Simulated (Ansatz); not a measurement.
`Cl[CH]([GeH3])Br` + silanol → `[SiH3][O][GeH3]` + `ClCBr`  (ligand exchange at a Ge–C bond)

Isolated molecules relaxed with PBE0-D4/def2-TZVP in Ansatz; ΔE leaves out vibrations. CCSD(T)/CBS is the MP2 limit (def2-TZVPP, def2-QZVPP) plus CCSD(T) − MP2 in def2-TZVPP, frozen cores. Functionals use def2-TZVPP. HSE06 is defined as in plane-wave codes. For Br, Ge outer-core shells are correlated without core-valence functions, which leaves a few kJ/mol of doubt a bond. Scalar relativity is left out up to krypton.

```csv
level,ΔE (kcal/mol),difference from CCSD(T)/CBS
LDA (SPW92),-9.8,2.1
PBE-D4,-11.3,0.6
BLYP-D4,-13.4,-1.5
B97M-V,-14.7,-2.8
BHLYP-D4,-15.5,-3.6
B2PLYP,-14.5,-2.6
PBE,-11.9,0.0
r2SCANh,-13.4,-1.5
r2SCAN0,-13.7,-1.8
HSE06,-12.8,-0.9
RPA@PBE/def2-TZVPP,-13.3,-1.4
HF/def2-SVP,-19.2,-7.3
HF/def2-TZVPP,-19.8,-7.9
MP2/def2-TZVPP,-12.3,-0.4
HF/def2-QZVPP,-20.3,-8.4
HF/CBS(def2),-20.4,-8.5
CCSD(T)/CBS,-11.9,0
```

Largest T1 diagnostic among the species: 0.012.

From BLYP to BHLYP (50 % exact exchange), in def2-TZVPP and without D4, ΔE moves by −2.0 kcal/mol. Leaving LDA and LC-ωPBE aside and taking each functional with its dispersion term where it has one, the values spread over 4.2 kcal/mol, from BHLYP-D4 to PBE-D4. LDA lies +2.0 kcal/mol from PBE without D4.
